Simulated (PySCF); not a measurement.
## Deuteron quadrupole couplings in `CP(N1CCCC1)C(F)(F)F`

Species: C₆H₁₁F₃NP.
Geometry (GFN2-xTB, Å), atoms numbered from 1 in this order:
```
atom  x, y, z in Å
C1    -2.2343   -1.1473    0.3270
P2    -1.0091    0.0977    0.9197
N3     0.0334    0.0994   -0.4563
C4     0.7521   -1.1419   -0.7216
C5     2.0225   -1.0943    0.1371
C6     2.2895    0.4099    0.3174
C7     1.1078    1.0910   -0.3910
C8    -2.0461    1.5747    0.3061
F9    -1.4457    2.7589    0.5062
F10   -3.2070    1.6253    0.9839
F11   -2.3605    1.5199   -0.9950
H12   -1.9184   -2.1448    0.6270
H13   -2.3299   -1.0923   -0.7576
H14   -3.1925   -0.9403    0.8022
H15    1.0141   -1.1378   -1.7844
H16    0.1343   -2.0155   -0.5218
H17    2.8503   -1.6102   -0.3452
H18    1.8374   -1.5694    1.1012
H19    3.2370    0.7153   -0.1215
H20    2.2996    0.6761    1.3739
H21    0.7834    2.0002    0.1138
H22    1.3717    1.3448   -1.4221
```

Level: PBE0/pcSseg-1 (PySCF, non-relativistic); Q(2H) = 0.00286 b; rigid geometry, the same for H and D, with no vibrational averaging.

**Question.** Rank these positions by the coupling χzz of a deuteron there, largest first.
A. H15 (methylene hydrogen)
B. H19 (methylene hydrogen)
C. H18 (methylene hydrogen)

**Answer.** B (210 kHz), C (206 kHz), A (198 kHz).

**Question.** Tabulate Vzz, the asymmetry η and χzz = 234.96 MHz × Q × Vzz for every hydrogen position.

**Answer.** 
```
atom  bonded to  bond length (Å)  Vzz (au)     η  χzz (kHz)
 H12         C1            1.088    0.3157  0.02        212
 H13         C1            1.090    0.3079  0.01        207
 H14         C1            1.089    0.3110  0.02        209
 H15         C4            1.095    0.2949  0.03        198
 H16         C4            1.088    0.3075  0.06        207
 H17         C5            1.088    0.3130  0.01        210
 H18         C5            1.091    0.3062  0.01        206
 H19         C6            1.088    0.3131  0.01        210
 H20         C6            1.090    0.3078  0.01        207
 H21         C7            1.089    0.2992  0.08        201
 H22         C7            1.094    0.2963  0.03        199
```

The structure is a single GFN2-xTB conformer in the gas phase; no vibrational or solvent corrections. GFN2-xTB bond lengths can be off by several hundredths of an ångström, more for odd bonds, and the gradients follow them. A larger basis could move these couplings by a tenth or more.
